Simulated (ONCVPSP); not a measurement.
An all-electron radial function and its pseudo partner (strontium (Sr))

Columns: radius, all-electron u(r) and pseudo u(r) of the 4s shell (level -41.24 eV) of strontium in the configuration [Ar] 3d10 4s2 4p6 5s1.75 5p0.25; PBE, scalar-relativistic, ONCV scheme, ONCVPSP 4.0.1.

```
r (bohr)  all-electron  pseudo
   0.150        0.2542  0.1608
   0.300       -0.4219  0.3189
   0.450       -0.4174  0.4705
   0.600        0.0217  0.6092
   0.750        0.4735  0.7272
   0.900        0.7852  0.8160
   1.050        0.9452  0.8691
   1.200        0.9865  0.8832
   1.350        0.9486  0.8598
   1.500        0.8654  0.8048
   1.650        0.7615  0.7270
   1.800        0.6528  0.6366
   1.950        0.5490  0.5430
   2.100        0.4550  0.4535
   2.250        0.3729  0.3727
   2.400        0.3030  0.3030
   2.550        0.2444  0.2444
   2.700        0.1961  0.1961
   2.850        0.1566  0.1566
   3.000        0.1246  0.1246
   3.150        0.0989  0.0989
   3.300        0.0783  0.0783
   3.450        0.0619  0.0619
   3.600        0.0488  0.0488
   3.750        0.0385  0.0385
   3.900        0.0303  0.0303
```

(1) How many radial nodes do the two functions have?

(2) At about which radius was the pseudo-wave matched?

(3) Is the pseudo-wave norm-conserving?

## Answers

(1) The all-electron 4s function has n − l − 1 = 3 (the table is too coarse to show those close to the nucleus); the pseudo-wave has 0, since the states of the same l below it are removed with the core.

(2) 2.45 bohr. The columns agree to 0.0005 from 2.25 bohr on; several derivatives are matched, so the curves merge somewhat inside the radius.

(3) Yes: the ONCV scheme keeps the norm inside the radius equal to the all-electron one, which fixes the energy derivative of the logarithmic derivative at the level.
